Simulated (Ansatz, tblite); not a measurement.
Cost and result up the ladder for ZnO2H2 (the lowest singlet isomer of a short search) (5 atoms). Charge 0, multiplicity 1. Geometry: PBE-D4/def2-TZVP.

Cartesian coordinates in Å:
```
Zn 0.164 0.017 0.072
O 0.977 -0.258 -1.487
O -0.468 0.306 1.710
H 0.542 0.211 -2.218
H -1.216 -0.277 1.924
```

Ansatz on 4 threads of Arm Neoverse V1 on a shared host; xTB runs through tblite on one thread. Times are rough, summed over both states, and most runs start from the orbitals of an earlier one. CCSD(T)/def2-TZVPP serves as the yardstick here, not as an exact answer. The other state is a doublet.

The xTB rows come from tblite. Correlated methods freeze 11 core orbitals. HOMO above LUMO, or a gap near zero within one spin, warns that the state may not be the lowest or that an electron is smeared out. The structure comes from a short search, and lower isomers may exist.

Run but left out: PBE-D4/def2-TZVP (charge +1 doublet: an occupied level 0.04 eV above an empty one).

Correlated methods converge slowly with the basis.

Raw xTB energies of ions are shifted by several eV.

| level | functions | wall time | vertical IE (eV) | difference from CCSD(T)/def2-TZVPP (eV) | remarks |
| --- | --- | --- | --- | --- | --- |
| GFN1-xTB | 16 | 0.004 s | 16.62 | 5.50 | – |
| GFN2-xTB | 14 | 0.004 s | 16.54 | 5.41 | – |
| r2SCAN-D4/def2-TZVP | 122 | 6.2 s | 10.48 | -0.64 | gap within one spin near zero (+1 doublet) |
| PBE0-D4/def2-TZVP (with forces) | 122 | 6.5 s | 10.78 | -0.35 | – |
| CCSD(T)/def2-TZVPP | 154 | 2 min | 11.12 | 0.00 | – |
